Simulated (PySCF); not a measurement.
**Two-dimensional NMR puzzle**

Compound of formula C₄H₉Cl₃OSi₂. Correlations simulated from computed shifts and the bond graph:

HSQC (one-bond C–H):
```csv
δH,δC
6.94,87.4
6.70,147.1
3.81,54.4
```

COSY cross peaks (H two or three bonds apart, from the bond graph; peaks can be absent where the dihedral angle is near 90°):
```csv
δH,δH
6.70,5.11
```

HMBC (two and three bonds, from the bond graph):
```csv
δH,δC
6.94,"170.4, 147.1"
6.70,"170.4, 87.4"
5.62,"170.4, 147.1, 87.4"
5.11,"170.4, 147.1, 54.4"
```

Carbons without hydrogens: δ 170.4.

PySCF calculation with coordinates at the GFN2-xTB level and GIAO PBE0/pcSseg-1 shieldings; one computed conformer, relativity neglected, no solvent model, averaged over atoms made equivalent by symmetry, fast rotation or ring inversion.

Chemical shifts δ = σref − σ; 1H and 13C vs TMS, all at this level.

Exchangeable hydrogens are left out of these lists.

Which molecule is this?

Answers

`Cl[SiH2]/C(=C/[SiH2]OC)C(Cl)Cl`.

Numbering as in the mapped SMILES `[CH3:1][O:2][SiH2:3]/[CH:4]=[C:5](/[SiH2:6][Cl:7])[CH:8]([Cl:9])[Cl:10]` (H(Xn): hydrogen on atom n).

δC 170.4 is C5, a fully substituted alkene carbon. δC 147.1 is C4, an alkene CH (δH 6.70). δC 87.4 is C8, an allylic sp3 CH bonded to 2 Cl (δH 6.94). δC 54.4 is C1, a methyl carbon bonded to O (δH 3.81). HMBC from δH 6.94 reaches the proton-free carbon C5. HMBC from δH 6.70 reaches the proton-free carbon C5. HMBC from δH 5.62 reaches the proton-free carbon C5. HMBC from δH 5.11 reaches the proton-free carbon C5. COSY links 6.70–5.11.

The data come from this structure; uniqueness wasn't tested.

Carbons that carry Cl, above all several Cl atoms, come out too deshielded, partly because spin–orbit coupling is missing. Shifts are as computed. Against solution values, carbons near 30 ppm lie about +3 ppm off and those near 130 ppm about +5 ppm; carbons on Cl a further +6 ppm. Of 1211 compounds with measured shifts, 218 miss one by over three times the rms of a fit or turn the order of signals round; such compounds aren't used in these exercises.
